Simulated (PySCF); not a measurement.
An unknown is described by computed data only.

Formula: C9H13N.

* Rotational structure: rotational constants A, B, C: 3.323, 0.746, 0.700 GHz [GFN2-xTB]
* NMR, other nuclei: isotropic shieldings of nuclei other than C and H, by class: 193 (1 N) ppm [GIAO PBE0/pcSseg-1]
* Dipole: 1.55 D [PBE0/pcSseg-1]
* 1H NMR: chemical shifts (computed TMS as zero) by class: 7.28 (2 H), 6.69 (2 H), 3.30 (2 H), 2.48 (1 H), 1.19 (6 H) ppm [GIAO PBE0/pcSseg-1]
* 13C NMR: chemical shifts (computed TMS as zero) by class: 150.6 (1 C), 142.7 (1 C), 132.9 (2 C), 116.9 (2 C), 39.5 (1 C), 27.4 (2 C) ppm [GIAO PBE0/pcSseg-1]

The electronic properties come from PySCF, for the isolated species, density fitting. Levels stand in brackets. Geometry: GFN2-xTB, one conformer, isolated molecule. NMR values are class means; diastereotopic atoms form classes of their own.

Q: Propose a structure and show how it fits.

A: Numbering: `[CH3:1][CH:2]([CH3:3])[c:4]1[cH:5][cH:6][c:7]([NH2:8])[cH:9][cH:10]1`. Its formula, C9H13N, gives 4 degrees of unsaturation: 1 ring and 3 π bonds in the structure found (Kekulé form). 9 carbons fall into 6 classes; from least to most shielded: aromatic carbon bearing nitrogen [C7] (150.6 ppm), substituted aromatic carbon [C4] (142.7 ppm), aromatic CH carbon [C5/C10] (132.9 ppm, 2 C, up to 3.6 ppm apart in this geometry), aromatic CH carbon [C6/C9] (116.9 ppm, 2 C), benzylic-type carbon [C2] (39.5 ppm), methyl carbon [C1/C3] (27.4 ppm, 2 C). Hydrogen classes from least to most shielded: 2 H on 2 aromatic CH carbons, C5/C10 (7.28 ppm), 2 H on 2 aromatic CH carbons, C6/C9 (6.69 ppm), 2 H on an aniline-type nitrogen, N8 (3.30 ppm), 1 H on a benzylic-type carbon, C2 (2.48 ppm), 6 H on 2 methyl carbons, C1/C3 (1.19 ppm). The other shieldings belong to: 193 ppm, aniline-type nitrogen [N8]. By its constants the optimised geometry is an asymmetric top. Structure: `CC(C)C1=CC=C(N)C=C1` (4-isopropylaniline). Computed isomers that give other values at the same levels: `Cc1ccccc1N(C)C` (13C chemical shifts (computed TMS as zero) by class: 158.1 (1 C), 138.2 (1 C), 136.4 (1 C), 131.5 (1 C), 127.9 (1 C), 123.5 (1 C), 45.5 (2 C), 19.6 (1 C) ppm); `CCc1cccc(C)c1N` (13C chemical shifts (computed TMS as zero) by class: 147.0 (1 C), 134.3 (1 C), 133.5 (1 C), 130.3 (1 C), 124.4 (1 C), 122.9 (1 C), 31.7 (1 C), 20.4 (1 C), 15.0 (1 C) ppm); `CCN(C)c1ccccc1` (13C chemical shifts (computed TMS as zero) by class: 150.9 (1 C), 135.1 (2 C), 120.3 (1 C), 114.4 (2 C), 49.6 (1 C), 40.3 (1 C), 10.8 (1 C) ppm). The assignments are read from this structure; whether some other isomer fits the data as well wasn't checked.

The values belong to the conformer `[CH3:1][CH:2]([CH3:3])[c:4]1[cH:5][cH:6][c:7]([NH2:8])[cH:9][cH:10]1`: C1–C2–C4–C5 -117°, H–N8–C7–C6 -161°, H–N8–C7–C6 -23°.
